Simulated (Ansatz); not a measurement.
One change: `C=NC(F)N[SiH3]` becomes `C=NCF`.

Ansatz, PBE0-D4/def2-TZVP geometries, multiplicity 1. Each molecule was computed in one conformer, which needn't be the lowest.

```json
{"property": "LUMO energy (ωB97M-V/def2-TZVPP) / eV", "`C=NC(F)N[SiH3]`": "1.34"}
{"property": "size of the dipole moment (PBE/def2-TZVPP) / D", "`C=NC(F)N[SiH3]`": "1.00"}
{"property": "HOMO energy (PBE/def2-TZVPP) / eV", "`C=NC(F)N[SiH3]`": "-6.18"}
{"property": "size of the dipole moment (B3LYP/def2-TZVPP) / D", "`C=NC(F)N[SiH3]`": "1.06"}
{"property": "HOMO–LUMO gap (PBE/def2-TZVPP) / eV", "`C=NC(F)N[SiH3]`": "4.22"}
{"property": "HOMO–LUMO gap (B3LYP/def2-TZVPP) / eV", "`C=NC(F)N[SiH3]`": "6.28"}
```

Problem. What does the change do to each property? (An estimate is asked.)

Solution. The calculation gave: 
```json
{"property": "LUMO energy (ωB97M-V/def2-TZVPP) / eV", "`C=NCF`": "1.65", "shift": "0.31"}
{"property": "size of the dipole moment (PBE/def2-TZVPP) / D", "`C=NCF`": "0.26", "shift": "-0.74"}
{"property": "HOMO energy (PBE/def2-TZVPP) / eV", "`C=NCF`": "-6.43", "shift": "-0.25"}
{"property": "size of the dipole moment (B3LYP/def2-TZVPP) / D", "`C=NCF`": "0.36", "shift": "-0.70"}
{"property": "HOMO–LUMO gap (PBE/def2-TZVPP) / eV", "`C=NCF`": "4.74", "shift": "0.52"}
{"property": "HOMO–LUMO gap (B3LYP/def2-TZVPP) / eV", "`C=NCF`": "6.89", "shift": "0.61"}
```

With PBE0 the HOMO falls by 0.35 eV and the LUMO rises by 0.26 eV, so the gap widens by about 0.61 eV. PBE moves the HOMO by -0.25 eV and ωB97M-V by -0.41 eV. Dipoles are sizes alone; their direction can turn.

B3LYP here is the variant with VWN-RPA as its local correlation; programs differ in this.
